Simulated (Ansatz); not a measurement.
A nudged elastic band was laid between two geometries of CHClF2Si (6 atoms, charge 0, multiplicity 1).

Level of theory: RKS LDA/def2-SVP (Ansatz).

- movable images: 5
- climbing image: yes
- spring: 5.0 eV/Å²
- optimiser: quadratic models (default)
- start path: through a guess of the saddle point
- force threshold: 0.03 eV/Å
- iteration limit: 60
- end points: relaxed

Initial state:

```xyz
6
Properties=species:S:1:pos:R:3
F -1.209 -1.166 1.421
Si -0.642 0.153 0.667
C 0.389 -0.134 -0.738
F 0.344 -1.196 -1.508
Cl 1.185 1.203 -1.472
H -0.068 1.140 1.630
```

Final state:

```xyz
6
Properties=species:S:1:pos:R:3
F -1.175 -1.239 1.211
Si -0.635 0.194 0.684
C 0.448 0.083 -0.710
F 1.075 1.144 -1.179
Cl 0.413 -1.222 -1.813
H -0.125 1.040 1.807
```

Q: What changes between the two ends?

A: No bond is made or broken. The dihedral H6–Si2–C3–Cl5 goes from -41 to 156°.

Q: What energy profile does the band end with?

A: The run converged. The highest image is number 2 of 0 to 6, 27.7 kcal/mol above the first end and 27.3 kcal/mol above the last; the last end lies 0.4 kcal/mol above the first. The profile has 2 maxima (images 2, 4) with wells between them (image 3): this band takes more than one step, which may be the mechanism or a detour left from its start path. The dihedral H6–Si2–C3–Cl5 jumps by 98° between images 0 and 1, so the path isn't resolved there. A vibrational analysis at the climbing image gives one clearly imaginary mode, 236i cm⁻¹: a first-order saddle point.

```csv
image,path coordinate (Å),energy (kcal/mol),dihedral H6–Si2–C3–Cl5 (°)
0,0.00,0.0,-41
1,1.06,3.4,57
2,2.12,27.7,83
3,3.12,15.5,110
4,4.13,23.5,120
5,5.13,10.1,112
6,6.13,0.4,156
```

Q: What is the geometry of the highest image?

A: 
```xyz
6
Properties=species:S:1:pos:R:3
F -0.531 -1.116 1.817
Si -0.202 -0.018 0.663
C -0.208 -0.019 -1.120
F -0.043 -0.963 -1.993
Cl 1.610 0.825 -0.608
H -0.625 1.289 1.241
```

The band took 44 iterations and roughly 2.6 core-minutes.

Run time: 2.7 min on 1 thread of Intel(R) Xeon(R) 6975P-C (Granite Rapids), with other jobs on the host, peak memory 0.17 GiB.
